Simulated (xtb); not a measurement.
SiH3Br, SMILES [SiH3]Br. All values are semi-empirical tight-binding results from xtb (GFN2-xTB unless named), good for trends rather than for accurate numbers. The structure is a stationary point at GFN2-xTB.

```json
{
  "point_group_as_xtb_finds_it": "C3v",
  "orbital_gap": "5.58 eV",
  "zero_point_energy": "15.7 kcal/mol",
  "G − E(el) at 298.15 K (modified RRHO)": "-0.2 kcal/mol",
  "static polarisability (D4 model)": "52.2 bohr³",
  "solvation energy, GFN2-xTB/ALPB(water)": "0.1 kcal/mol",
  "solvation energy, GFN2-xTB/ALPB(ch2cl2)": "-1.5 kcal/mol"
}
```
